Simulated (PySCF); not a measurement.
**`C[C@@H]1C[C@H](O)[C@@H]1CO`, C6H12O2**

Geometry:
```json
{"atom": "C1", "x (Å)": "-1.554", "y (Å)": "-1.521", "z (Å)": "-0.014"}
{"atom": "C2", "x (Å)": "-1.053", "y (Å)": "-0.209", "z (Å)": "0.560"}
{"atom": "C3", "x (Å)": "-1.184", "y (Å)": "1.055", "z (Å)": "-0.308"}
{"atom": "C4", "x (Å)": "0.193", "y (Å)": "1.512", "z (Å)": "0.226"}
{"atom": "O5", "x (Å)": "1.075", "y (Å)": "2.161", "z (Å)": "-0.636"}
{"atom": "C6", "x (Å)": "0.470", "y (Å)": "0.052", "z (Å)": "0.667"}
{"atom": "C7", "x (Å)": "1.313", "y (Å)": "-0.736", "z (Å)": "-0.332"}
{"atom": "O8", "x (Å)": "2.619", "y (Å)": "-0.214", "z (Å)": "-0.480"}
{"atom": "H9", "x (Å)": "-1.256", "y (Å)": "-2.354", "z (Å)": "0.618"}
{"atom": "H10", "x (Å)": "-1.173", "y (Å)": "-1.692", "z (Å)": "-1.017"}
{"atom": "H11", "x (Å)": "-2.641", "y (Å)": "-1.502", "z (Å)": "-0.064"}
{"atom": "H12", "x (Å)": "-1.516", "y (Å)": "-0.048", "z (Å)": "1.536"}
{"atom": "H13", "x (Å)": "-2.027", "y (Å)": "1.711", "z (Å)": "-0.110"}
{"atom": "H14", "x (Å)": "-1.145", "y (Å)": "0.830", "z (Å)": "-1.371"}
{"atom": "H15", "x (Å)": "0.065", "y (Å)": "2.168", "z (Å)": "1.095"}
{"atom": "H16", "x (Å)": "1.636", "y (Å)": "1.503", "z (Å)": "-1.068"}
{"atom": "H17", "x (Å)": "0.901", "y (Å)": "-0.059", "z (Å)": "1.666"}
{"atom": "H18", "x (Å)": "0.878", "y (Å)": "-0.690", "z (Å)": "-1.333"}
{"atom": "H19", "x (Å)": "1.357", "y (Å)": "-1.790", "z (Å)": "-0.024"}
{"atom": "H20", "x (Å)": "3.038", "y (Å)": "-0.165", "z (Å)": "0.386"}
```

Method used: TDDFT B3LYP/def2-SVPD circular dichroism and optical rotation, one conformer, gas phase in PySCF 2.14.0. Geometry: GFN2-xTB.

The molecule is flexible and this is one conformer; a measurement averages over conformers. States above about 7.1 eV (minus the energy of the highest occupied orbital) lie near or above the ionisation threshold and depend on the basis.

**Question.** Draw the ECD and absorption spectra from the lowest 12 states, each a Gaussian of half-width 0.3 eV at 1/e height.

**Answer.** 
| E (eV) | λ (nm) | Δε (L mol⁻¹ cm⁻¹) | ε (L mol⁻¹ cm⁻¹) |
| --- | --- | --- | --- |
| 5.73 | 216 | +0.30 | 58.2 |
| 5.88 | 211 | +1.25 | 240 |
| 6.03 | 206 | +3.11 | 600 |
| 6.18 | 201 | +4.66 | 913 |
| 6.33 | 196 | +4.06 | 856 |
| 6.48 | 191 | +1.86 | 539 |
| 6.63 | 187 | +0.76 | 349 |
| 6.78 | 183 | +2.47 | 392 |
| 6.93 | 179 | +6.63 | 554 |
| 7.08 | 175 | +12.60 | 840 |
| 7.23 | 171 | +18.02 | 1240 |
| 7.38 | 168 | +16.90 | 1510 |
| 7.53 | 165 | +7.13 | 1680 |
| 7.68 | 161 | -7.92 | 2390 |
| 7.83 | 158 | -24.14 | 3580 |

Δε uses R in velocity form, ε uses f in length form. Only the states computed contribute, so the short-wavelength end is incomplete.
